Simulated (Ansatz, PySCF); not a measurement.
Breaking the Al1–H2 bond in C2H5Al (SMILES C=[CH][AlH2]) (multiplicity 1 held, fragments rigid). Energies count from the point at 1.582 Å.
Geometry at that point (charge 0, multiplicity 1):
```xyz
8

Al    -0.136     0.163     1.163
H     -0.815     1.591     1.218
H      0.178    -0.644     2.486
C      0.292    -0.552    -0.590
C      0.018     0.145    -1.699
H      0.759    -1.526    -0.730
H      0.242    -0.220    -2.698
H     -0.448     1.126    -1.658
```

R- and RO- levels are restricted; in cc, def2 and unpolarised 6-31G sets they are followed outwards from rest. Unrestricted levels (U-) break spin symmetry where that is lower. Levels need not reach the same state.

Rows in 6-31G* carry no dispersion term and start afresh at each structure (6-31G* with six Cartesian d functions).

The values were computed with Ansatz (a quantum-chemistry and plane-wave program); PySCF for 6-31G* rows. Values without a source in brackets are computed.

Task: One of these levels gives 142.86 kcal/mol for the energy at R = 5.063 Å. Name it.
A) U-PBE/cc-pV(T+d)Z
B) R-wB97X-V/cc-pV(T+d)Z
C) U-HF/cc-pV(T+d)Z
D) R-B3LYP/6-31G*

Result: B, R-wB97X-V/cc-pV(T+d)Z. The others give 68.98 (U-HF/cc-pV(T+d)Z), 83.12 (U-PBE/cc-pV(T+d)Z), 120.23 (R-B3LYP/6-31G*)

Doubts at one or more of the structures used: a spin-contaminated determinant (U-HF/cc-pV(T+d)Z, U-PBE/cc-pV(T+d)Z); a restricted determinant that unrestricted orbitals would lower (R-B3LYP/6-31G*, R-wB97X-V/cc-pV(T+d)Z).
